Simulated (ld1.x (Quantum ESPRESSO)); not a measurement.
# hafnium, TM semilocal: configuration errors across variants

ld1.x (Quantum ESPRESSO) 7.5 input, shortened:

```
&input
   title='Hf', zed=72., rel=1, dft='PBESOL', iswitch=3,
   config='[Xe] 4f14 5d2 6s1 6p0'
 /
 &inputp
   pseudotype=1, tm=.true., lloc=0,
   nlcc=.false.
 /
3
5P  2  1   6.00   0.00  1.95  1.95  0.0
5D  3  2   2.00   0.00  2.50  2.50  0.0
5S  1  0   2.00   0.00  1.70  1.70  0.0
 &test
   configts(1)='5s2 5p6 5d2 6s1 6p0'
 /
```

Occupied shells without a wave of their own: 6s. They enter only through the test configuration that unscreens the potential.

All-electron excitation energies from the reference (eV): (1) 5s2 5p6 5d2 6s2 6p0 -8.008; (2) 5s2 5p6 5d2 6s0 6p0 14.163; (3) 5s2 5p6 5d1 6s0 6p0 35.937; (4) 5s2 5p6 5d2.5 6s1.5 6p0 -6.753; (5) 5s2 5p6 5d0 6s0 6p0 68.757; (6) 5s2 5p6 5d3 6s1 6p0 -5.414; (7) 5s2 5p5 5d2 6s2 6p0 33.049.

A semilocal file is local in each channel, so a ghost entry of none says nothing of the separable form that plane-wave codes build from it.

For the base: The 6s level has no wave, so the channel is fitted at the deeper level alone: the likely source of the large errors.

Tests that are not counted but printed errors over 1 eV. “all radii scaled by about 1.23 (s 2.08, p 2.40, d 3.08 bohr)”: 5s2 5p6 5d2.5 6s1.5 6p0 (pseudo-atom not self-consistent, printed error -49.4 eV); 5s2 5p6 5d3 6s1 6p0 (pseudo-atom not self-consistent, printed error -1070 eV). “all radii scaled by about 1.29 (s 2.20, p 2.52, d 3.24 bohr)”: all (the test run did not reproduce the reference configuration, from which every error is measured). “all radii scaled by about 1.39 (s 2.36, p 2.72, d 3.48 bohr)”: 5s2 5p6 5d2.5 6s1.5 6p0 (pseudo-atom not self-consistent, printed error -864 eV); 5s2 5p6 5d3 6s1 6p0 (pseudo-atom not self-consistent, printed error -907 eV).

The file “base” misses its own reference levels by 1.1 eV. The file “all radii scaled by about 0.82 (s 1.40, p 1.60, d 2.04 bohr)” misses its own reference levels by 0.3 eV. The file “all radii scaled by about 0.91 (s 1.56, p 1.78, d 2.28 bohr)” misses its own reference levels by 0.6 eV. The file “all radii scaled by about 0.94 (s 1.60, p 1.84, d 2.36 bohr)” misses its own reference levels by 0.8 eV. The file “all radii scaled by about 1.05 (s 1.78, p 2.04, d 2.62 bohr)” misses its own reference levels by 1.5 eV. The file “all radii scaled by about 1.12 (s 1.90, p 2.18, d 2.80 bohr)” misses its own reference levels by 2.3 eV. The file “all radii scaled by about 1.23 (s 2.08, p 2.40, d 3.08 bohr)” misses its own reference levels by 3.2 eV. The file “all radii scaled by about 1.29 (s 2.20, p 2.52, d 3.24 bohr)” misses its own reference levels by 4.4 eV. The file “all radii scaled by about 1.39 (s 2.36, p 2.72, d 3.48 bohr)” misses its own reference levels by 5.9 eV.

Errors AE − PS in meV (a dash: test not solved or not reliable):

```tsv
change	(1)	(2)	(3)	(4)	(5)	(6)	(7)	bound ghosts
base	+877	-1371	-1869	+419	-2485	-1.6	+1327	none
all radii scaled by about 0.75 (s 1.28, p 1.46, d 1.86 bohr)	+111	-162	-237	+51	-389	-2.4	+47	none
all radii scaled by about 0.82 (s 1.40, p 1.60, d 2.04 bohr)	+240	-365	-515	+113	-753	-1.8	+272	none
all radii scaled by about 0.91 (s 1.56, p 1.78, d 2.28 bohr)	+517	-802	-1108	+245	-1523	-1.1	+742	none
all radii scaled by about 0.94 (s 1.60, p 1.84, d 2.36 bohr)	+620	-965	-1328	+295	-1804	-1.1	+913	none
all radii scaled by about 1.05 (s 1.78, p 2.04, d 2.62 bohr)	+1209	-1893	-2556	+580	-3345	-3.0	+1847	none
all radii scaled by about 1.12 (s 1.90, p 2.18, d 2.80 bohr)	+1851	-2890	-3840	+894	-4931	-7.7	+2808	none
all radii scaled by about 1.23 (s 2.08, p 2.40, d 3.08 bohr)	-14707	-4062	-5283	–	-6588	–	+3887	none
all radii scaled by about 1.29 (s 2.20, p 2.52, d 3.24 bohr)	–	–	–	–	–	–	–	none
all radii scaled by about 1.39 (s 2.36, p 2.72, d 3.48 bohr)	+16731	+6295	+4396	–	+2537	–	-11913	not determined
```

Question: Give the same row for: all radii scaled by about 1.18 (s 2.00, p 2.30, d 2.96 bohr).

Answer: +2357, -3660, -4800, –, -6068, -13, +3524; bound ghosts: none. Not counted: 5s2 5p6 5d2.5 6s1.5 6p0 (pseudo-atom not self-consistent, printed error -912 eV).
